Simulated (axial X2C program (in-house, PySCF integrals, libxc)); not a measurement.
## Worked dissociation energy of AlMn: PBE50, scalar-relativistic

All values were computed with an in-house all-electron X2C program for linear molecules (integrals from PySCF). Spin-free means the one-electron spin-free X2C Hamiltonian. Basis: Mn dyall-cv3z [9s10p6d3f2g], Al dyall-v3z [8s8p2d1f] (cores contracted in-house); Gaussian nuclei, density fitting, unrestricted open shells. Masses: Mn 54.938 u, Al 26.982 u.

Molecular state: M_S = 2, Λ = 1 (beyond evenly filled blocks: σα, π+α, π+β, π-α, δ+α, δ-α).

* E(Mn) (2M_S = 5, M_L = 0): -1158.385281 hartree
* E(Al) (2M_S = 1, M_L = 0): -242.717516 hartree
* E(AlMn) at Re: -1401.123715 hartree
* ωe: 203.9 cm⁻¹
* ωexe: 1.76 cm⁻¹

**Question.** Work out De and D0.

**Answer.** De = -1158.385281 + (-242.717516) − (-1401.123715) = 0.02092 hartree = 0.569 eV. The zero-point energy is ωe/2 − ωexe/4 = 102 cm⁻¹ = 0.013 eV, so D0 = 0.557 eV.

Occupations by symmetry block were frozen at the best pattern of an incomplete PBE0 search. Dissociation energies refer to the lowest single-determinant-based atoms at the same level and basis. Other states lie close and PBE0, whose exact exchange favours high spin, may order them wrongly; the determinant shown need not be the ground state. The nearest other spin-free determinant of the search, M_S = 3, Λ = 1, lies 0.26 eV up at the distance of the search. Without a current term, density functionals place determinants with orbital angular momentum somewhat too high. The atomic limit has a lower orbital projection than the molecule and lies lower at mean-field level, so De may be about a tenth of an eV too small. The determinant is spin-polarised beyond a pure state at some levels (its spin-free form has ⟨S²⟩ too high), which makes Re and μ there less reliable.

The levels of this run spread widely (ωe from 156 to 225 cm⁻¹), so these constants depend on the method.

Each atomic determinant is the lowest at this level and need not be a pure term. Totals compare only within one Hamiltonian and basis.
